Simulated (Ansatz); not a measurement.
`C[SiH2]B(F)F` + `[SiH3][O][GeH3]` → `C[SiH2][O][GeH3]` + `FB(F)[SiH3]`  (redistribution)

Gas-phase electronic energies from Ansatz, PBE0-D4/def2-TZVP geometries. CCSD(T)/CBS is the MP2 limit (def2-TZVPP, def2-QZVPP) plus CCSD(T) − MP2 in def2-TZVPP, frozen cores. DFT in def2-TZVPP. For Ge outer-core shells are correlated without core-valence functions, which leaves a few kJ/mol of doubt a bond. Scalar relativity is left out up to krypton. Each species was taken in one conformer, which may not be the lowest.

`C[SiH2]B(F)F`:

Z-matrix (Å, degrees):
```
C
Si 1 1.871
H 1 1.092 2 110.9
H 1 1.092 2 110.7 3 -120.2
H 1 1.092 2 110.7 3 120.2
B 2 2.036 1 112.0 3 179.9
H 2 1.490 1 111.0 3 -59.7
H 2 1.490 1 111.0 3 59.6
F 6 1.321 2 121.9 1 179.9
F 6 1.322 2 122.3 1 -0.1
```

`[SiH3][O][GeH3]`:

```xyz
9

Si    1.476   -0.200    0.435
O     0.289    0.261   -0.587
Ge   -1.485    0.243   -0.531
H     1.399    0.553    1.718
H     2.780    0.071   -0.218
H     1.375   -1.653    0.752
H    -1.944    0.827   -1.871
H    -1.941    1.111    0.654
H    -1.950   -1.212   -0.353
```

`C[SiH2][O][GeH3]`:

Z-matrix (Å, degrees):
```
C
Si 1 1.858
H 1 1.092 2 110.8
H 1 1.093 2 110.4 3 -119.9
H 1 1.092 2 110.8 3 120.2
O 2 1.638 1 108.9 3 -60.1
H 2 1.493 1 110.4 3 179.1
H 2 1.493 1 110.4 3 60.6
Ge 6 1.774 2 133.9 1 179.8
H 9 1.533 6 105.6 2 -179.8
H 9 1.538 6 108.6 2 -60.0
H 9 1.538 6 108.6 2 60.5
```

`FB(F)[SiH3]`:

Cartesian coordinates in Å:
```
F -0.509 -0.507 -2.075
B 0.308 -0.071 -1.136
F 1.505 0.315 -1.536
Si -0.233 0.033 0.823
H -1.496 -0.707 1.067
H -0.426 1.464 1.183
H 0.850 -0.527 1.673
```

(1) Is it downhill or uphill in electronic energy at CCSD(T)/CBS, and by how much? (An estimate is asked.)

(2) What do these levels give: PBE-D4, r2SCAN-D4, B2PLYP, SCS-MP2/def2-TZVPP, CCSD/def2-TZVPP, HF/def2-QZVPP? (An estimate is asked.)

Largest T1 diagnostic among the species: 0.014.

Results:

(1) Ansatz gave: Downhill: ΔE = -2.1 kcal/mol.

(2) Computed: PBE-D4 -2.3, r2SCAN-D4 -2.4, B2PLYP -2.1, SCS-MP2/def2-TZVPP -1.8, CCSD/def2-TZVPP -2.1, HF/def2-QZVPP -1.7 kcal/mol.
